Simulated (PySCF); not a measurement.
**Electric field gradients and quadrupole coupling constants**

C4H5ClO2.
Atom-mapped SMILES: `[CH3:1][O:2]/[CH:3]=[CH:4]\[C:5](=[O:6])[Cl:7]` (hydrogens: H8, H9, H10 on C1; H11 on C3; H12 on C4)

Cartesian coordinates in Å at the GFN2-xTB level; atoms count from 1:
```xyz
12
C4H5ClO2 angstrom
C     -2.045    0.403    0.697
O     -0.667    0.510    0.404
C      0.023   -0.616    0.323
C      1.333   -0.717    0.026
C      2.279    0.328   -0.281
O      3.437    0.183   -0.528
Cl     1.603    1.967   -0.277
H     -2.405    1.420    0.841
H     -2.586   -0.059   -0.134
H     -2.214   -0.178    1.608
H     -0.526   -1.535    0.523
H      1.768   -1.705    0.007
```

Field gradients from the PBE0/pcSseg-1 density (PySCF, non-relativistic), principal values in atomic units, ordered |Vxx| ≤ |Vyy| ≤ |Vzz|:

| atom | Vxx | Vyy | Vzz |
| --- | --- | --- | --- |
| O2 | -0.5383 | -1.3012 | 1.8394 |
| O6 | 0.5395 | 1.0482 | -1.5877 |
| Cl7 | -1.1053 | -2.2180 | 3.3233 |

Problem. Find the asymmetry η = (Vxx − Vyy)/Vzz and the couplings χ = eQV/h (234.96 MHz × Q in barn × V in au), with Q(17O) = −0.0256 b, Q(35Cl) = −0.0817 b.

Solution. 
```json
{"atom": "O2", "environment": "ether oxygen", "nucleus": "17O", "η": "0.41", "χzz (MHz)": "-11.06", "χxx (MHz)": "3.24", "χyy (MHz)": "7.83"}
{"atom": "O6", "environment": "carbonyl oxygen", "nucleus": "17O", "η": "0.32", "χzz (MHz)": "9.55", "χxx (MHz)": "-3.25", "χyy (MHz)": "-6.31"}
{"atom": "Cl7", "environment": "chlorine bonded to C", "nucleus": "35Cl", "η": "0.33", "χzz (MHz)": "-63.80", "χxx (MHz)": "21.22", "χyy (MHz)": "42.58"}
```

Problem. What is Vzz at O2 in SI units (1 au = 9.71736 × 10²¹ V/m²)?

Solution. 1.8394 au = 17.874 × 10²¹ V/m².

Problem. And the gradient at the other heavy atoms, for which no coupling is worked out here?

Solution. 
```csv
atom,environment,Vzz (au),η
C1,methoxy carbon,0.471,0.08
C3,vinylic carbon bearing oxygen,-0.414,0.41
C4,alkene CH carbon,-0.105,0.43
C5,acyl halide carbon,-0.439,0.48
```

Were the hydrogens deuterons (Q(2H) = 0.00286 b), χzz would run from 196 kHz (H9 and H10) to 219 kHz (H12).

One conformer (not necessarily the lowest) at the GFN2-xTB geometry, without solvent, vibrations or thermal averaging. GFN2-xTB bond lengths can be off by several hundredths of an ångström, more for odd bonds, and the gradients follow them. The small basis limits the accuracy of the gradients.

These values come from a run that also computed NMR shieldings. Rough CPU time on one thread of a shared machine: about 60 s (with the writing of density and orbital grids).
